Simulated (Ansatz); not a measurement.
Born–Oppenheimer molecular dynamics of BCl$_{2}$H$_{4}$NO (9 atoms, charge 0, multiplicity 1). It starts at the highest image of a converged band. Of that band: Neighbouring images differ by up to 1.4 eV, so the band resolves the path poorly. A vibrational analysis at the climbing image gives one clearly imaginary mode, 1353i cm⁻¹: a first-order saddle point.

The calculation used Ansatz, RKS PBE0-D4/def2-mTZVP.

```
ensemble                      : NVE (velocity Verlet)
time step                     : 0.5 fs
steps asked                   : 200
starting velocities drawn for : 100 K
seed                          : 11382
```

First frame:

```xyz
9
Properties=species:S:1:pos:R:3
B -0.183 0.120 0.311
N 0.018 0.311 1.828
H -0.665 -0.139 2.424
H 0.954 0.132 2.176
Cl 1.278 -0.478 -0.581
Cl -1.759 -0.725 -0.103
O -0.366 1.667 0.101
H -1.257 1.886 -0.205
H -0.278 1.542 1.258
```

Q: How far do the bonds stretch over the last three quarters of this one trajectory? (Pairs bonded in most of those frames.)

A: 
| bond | mean (Å) | spread (Å) | shortest | longest |
| --- | --- | --- | --- | --- |
| B1–N2 | 1.724 | 0.119 | 1.50 | 1.86 |
| B1–Cl5 | 1.862 | 0.036 | 1.78 | 1.90 |
| B1–Cl6 | 1.856 | 0.044 | 1.78 | 1.92 |
| B1–O7 | 1.402 | 0.063 | 1.29 | 1.51 |
| N2–H3 | 1.023 | 0.010 | 1.00 | 1.04 |
| N2–H4 | 1.023 | 0.018 | 0.98 | 1.07 |
| N2–H9 | 1.030 | 0.052 | 0.95 | 1.11 |
| O7–H8 | 0.965 | 0.003 | 0.96 | 0.97 |

Mean temperature of the second half: 886 K. The conserved energy stayed within 0.38 meV per atom of its start (net change 0.039 meV per atom), so the integration is sound. The kinetic energy rose, since the run started high on the potential surface and went downhill. A run of 0.1 ps of so small a system gives no equilibrium averages. The orbitals stay closed-shell, which can raise the energy where a bond breaks towards radicals; this wasn't checked here.

The run took 5.7 min on 4 threads of Arm Neoverse V1, on a shared host, peak memory 0.28 GiB.
